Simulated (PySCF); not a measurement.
Cl₃H₃OSi₂.

```xyz
9

Si     1.7211     0.8721    -0.2541
Cl     2.8959    -0.8116    -0.0065
O      0.2440     0.4206    -0.8675
Si    -1.1939    -0.2577    -0.4588
Cl    -0.9813    -1.2469     1.3392
Cl    -2.5975     1.2320    -0.2382
H      1.5463     1.5198     1.0664
H      2.3609     1.7599    -1.2478
H     -1.6293    -1.1957    -1.5044
```
Charge 0, spin multiplicity 1.

Coordinates come from a B3LYP-D3(BJ)/def2-SVP optimisation. This is a generated structure with no PubChem entry under its InChIKey; it may be hypothetical. The values are those of a single conformer.

Method: HF/pcSseg-1 in PySCF. Non-relativistic, no solvent.

Question: Give the absolute GIAO shielding of each atom: isotropic value and principal components (ppm). (The exact figures need the calculation; the answer reports its results.)

Answer: 
```tsv
atom	σ(iso)	σ11	σ22	σ33	span
Si1	418.1	408.9	419.8	425.5	16.6
Cl2	952.7	802.5	1001.3	1054.4	251.9
O3	255.3	213.5	255.9	296.5	82.9
Si4	415.3	408.2	413.8	423.9	15.7
Cl5	900.7	795.7	866.4	1039.8	244.1
Cl6	895.7	786.2	857.0	1043.9	257.7
H7	26.8	23.0	25.8	31.6	8.6
H8	26.9	22.4	25.2	33.1	10.7
H9	26.7	22.9	23.9	33.2	10.3
```
